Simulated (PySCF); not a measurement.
CH₆NO₂Ta, SMILES [OH][Ta]([OH])(=[NH])[CH3], multiplicity 1. Geometry optimised at PBE-D3(BJ)/def2-SVP. The spin state was assumed, not searched. The def2 effective core potentials stand for the cores of Ta; spin–orbit coupling is left out. Other conformers were not sampled.

The numbers are results of PBE-D3(BJ)/def2-SVP run with PySCF, not measurements.

Harmonic wavenumbers (cm⁻¹): 154, 156, 168, 176, 203, 206, 370, 375, 455, 493, 522, 553, 569, 582, 625, 689, 698, 959, 1143, 1356, 1362, 2949, 3048, 3063, 3586, 3793, 3796. Rotational constants (GHz): 3.017, 2.928, 2.653; symmetry number 1.

Task: Work out the zero-point energy and the ideal-gas rigid-rotor harmonic-oscillator thermochemistry at 298.15 K and 1 atm.

Result: ZPE = ½ Σ hcν = ½ × 32049 cm⁻¹ = 191.69 kJ/mol. H − E(el) = 217.24 kJ/mol. Entropy in J/(mol K): translation 177.36, rotation 113.05, vibration 88.71, total 379.11. G − E(el) = 104.21 kJ/mol. Cp = 137.71 J/(mol K).
